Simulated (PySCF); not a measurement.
Mg(F)(SH) (FHMgS), SMILES [F][Mg][SH].

Coordinates come from a B3LYP-D3(BJ)/def2-TZVP optimisation. One conformer was computed; it need not be the lowest.

Computed with PBE0/def2-TZVPD (PySCF).

Symmetry labels are those of the subgroup Cs that the program uses (full group Cs).

Computed valence orbital energies around the gap with their symmetry:
```
orbital  symmetry  energy (eV)
-------  --------  -----------
HOMO−7         A'       -30.27
HOMO−6         A'       -19.69
HOMO−5         A'       -11.24
HOMO−4         A'       -10.85
HOMO−3         A'       -10.15
HOMO−2         A"       -10.15
HOMO−1         A'        -8.53
HOMO           A"        -7.43
LUMO           A'        -1.64
LUMO+1         A'        -0.37
LUMO+2         A"        -0.05
LUMO+3         A'         0.27
```
